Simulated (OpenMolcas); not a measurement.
# In+: CASPT2 settings compared

```
Program             : OpenMolcas 26.06
Basis               : ANO-RCC-VDZP [6s5p3d1f]
Scalar Hamiltonian  : DKH3, point nucleus
Active space        : 2 electrons in 4 orbitals (5s 5p)
State averaging     : 2S+1 = 3 even, 3 roots (0 in the spin-orbit step); 2S+1 = 1 even, 1 root kept (CI in the orbitals of an earlier block); 2S+1 = 3 odd, 3 roots; 2S+1 = 1 odd, 3 roots kept (CI in the orbitals of an earlier block)
Spin-orbit coupling : RASSI with atomic mean-field integrals over the reference wave functions, term energies averaged over their components
```

Methods on the same reference wave functions:
A. CASSCF
B. SS-CASPT2, IPEA 0.4 Eh, imaginary shift 0.05 Eh (closed shells correlated: 4s 4p 4d)
C. SS-CASPT2, IPEA 0.2 Eh, imaginary shift 0.05 Eh (closed shells correlated: 4d)
D. XMS-CASPT2, IPEA 0.4 Eh, sigma2 regulariser 0.15 Eh (closed shells correlated: 4s 4p 4d)

Energies in cm⁻¹ above 5s² ¹S₀, the measured ground level; measured values from NIST Handbook of Basic Atomic Spectroscopic Data.

```
     Level      A      B      C      D  Measured
   5s² ¹S₀    0.0    0.0    0.0    0.0       0.0
5s 5p ³P°₀  37274  41530  41260  41270     42276
5s 5p ³P°₁  38254  42480  42210  42220     43351
5s 5p ³P°₂  40441  44700  44430  44440     45830
5s 5p ¹P°₁  67873  63380  62880  62550     63038
```

Deviations, from unrounded energies. A percentage is the sum of absolute deviations over the sum of measured energies, with the sign that they share, or ± where signs differ.

```csv
Against measurement,Levels,A,B,C,D
mean absolute deviation (cm-1),4,5100,770,930,1000
other configurations (%),4,±10.4,±1.6,-1.9,-2.1
```

B lies closest to measurement on these levels and A furthest from it. The largest miss of B in the table is 5s 5p ³P°₂, by -1100 cm-1. The ranking rests on the paired levels alone, and a cruder setting can come out closer through cancelling errors.

Among B to D the level of the table that moves most is 5s 5p ¹P°₁, by 820 cm-1 (lowest in D, highest in B). Moves below CASPT2's spread within the term are not significant.

The lowest spin-free term lies below A's lowest term by 0.444 hartree in B, 0.343 hartree in C, 0.444 hartree in D.

CASPT2 does not keep the components of a term degenerate, so their means are used; among the terms shown or strongly mixed into the levels shown the widest spread is 78 cm-1 (5s 5p ¹P°, D). Some high roots are left out of the spin-orbit mixing, which shifts the levels that they would mix with. Terms from blocks run as CI alone lack orbitals of their own. Without dynamic correlation excited terms often stand tens of per cent too high (terms of higher spin than the ground term too low), and those without a measured partner can miss by more than the paired ones (holds for A). Measured partners are found by configuration, term and J. A level has none where our copy of the source lacks it or the pairing is in doubt (some pairs that miss far off the trend of their configuration count as doubtful), and it then counts in no deviation. Only configurations of the active space appear.

° marks odd parity.
